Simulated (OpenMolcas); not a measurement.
Xe6+: effect of the IPEA shift

```
Program             : OpenMolcas
Basis               : ANO-R1 [6s5p3d1f]
Scalar Hamiltonian  : X2C, finite nucleus
Active space        : 2 electrons in 4 orbitals (5s 5p)
State averaging     : 2S+1 = 3 even, 3 roots; 2S+1 = 1 even, 7 roots; 2S+1 = 3 odd, 3 roots; 2S+1 = 1 odd, 3 roots
Spin-orbit coupling : RASSI with atomic mean-field integrals over the reference wave functions, term energies averaged over their components
```

Methods on the same reference wave functions:
A. CASSCF
B. MS-CASPT2, IPEA 0 Eh, imaginary shift 0.1 Eh (closed shells correlated: 4d)
C. MS-CASPT2, IPEA 0.25 Eh, imaginary shift 0.1 Eh (closed shells correlated: 4d)

Energies in cm-1 above 5s2 1S0, the measured ground level; measured values from Saloman, J. Phys. Chem. Ref. Data 33, 765 (2004).

```tsv
Level	A	B	C	Measured
5s2 1S0	0.0	0.0	0.0	0.0
5s 5p 3P* 0	85081	88660	88690	96141
5s 5p 3P* 1	89521	92700	92750	100451
5s 5p 3P* 2	101421	105000	105030	113676
5s 5p 1P* 1	146952	134360	134990	143259
5p2 3P0	208746	207060	207360	223673
5p2 3P1	218027	217020	217290	234685
5p2 1S0	269033	260570	261030	273208
```

Deviations, from unrounded energies. A percentage is the sum of absolute deviations over the sum of measured energies, with the sign that they share, or ± where signs differ.

```
           Against measurement  Levels      A      B      C
mean absolute deviation (cm-1)       7  11000  11000  11000
      other configurations (%)       7   ±6.2   -6.7   -6.6
```

A lies closest to measurement on these levels and B furthest from it. The largest miss of A in the table is 5p2 3P1, by -17000 cm-1. The ranking rests on the paired levels alone, and a cruder setting can come out closer through cancelling errors.

Between B and C the level of the table that moves most is 5s 5p 1P* 1, by 630 cm-1 (lowest in B, highest in C). Moves below CASPT2's spread within the term are not significant.

The lowest spin-free term lies below A's lowest term by 0.322 hartree in B, 0.321 hartree in C.

Over all roots computed the reference weight is 0.90 to 0.96 in B; the roots of lowest weight are the least certain, and an intruder state may touch them. The ¹D term of p² mixes with s d, which this space lacks. The basis is small and was not contracted for so high a charge. Measured partners are found by configuration, term and J. A level has none where our copy of the source lacks it or the pairing is in doubt (some pairs that miss far off the trend of their configuration count as doubtful), and it then counts in no deviation. Only configurations of the active space appear. The table leaves out levels that lie high or whose names do not pair safely across all columns.

* marks odd parity.
